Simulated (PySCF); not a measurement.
How methods differ on the ionisation energy of Cs²⁺

Cs²⁺ [Kr] 4d10 5s2 5p5 (2P) → Cs³⁺ [Kr] 4d10 5s2 5p4 (3P), as a difference of total energies. All numbers are calculated (PySCF 2.14, scalar relativity through the core potential, in def2-SVP with the def2 core potential (46 electrons)). Correlated levels: valence: 5s2 frozen. The calculations carry no spin-orbit coupling.

```csv
method,ionisation energy (eV)
UHF,32.504
M06-2X,33.522
M06-L,33.947
MP2 (valence),32.697
SCS-MP2 (valence),32.700
CCSD (valence),32.728
CCSD(T) (valence),32.730
```

Question: How much does correlation contribute at CCSD(T) (valence)?

Answer: 32.730 − (32.504) = 0.226 eV, measured against UHF.

The reference lies between the lowest fine-structure levels, while these numbers refer to the centres of the terms.

Errors of the correlated levels include the incompleteness of this basis and the frozen core.

For comparison: 33.195 eV (semi-empirical (NIST evaluation); NIST Atomic Spectra Database, ionization energies).
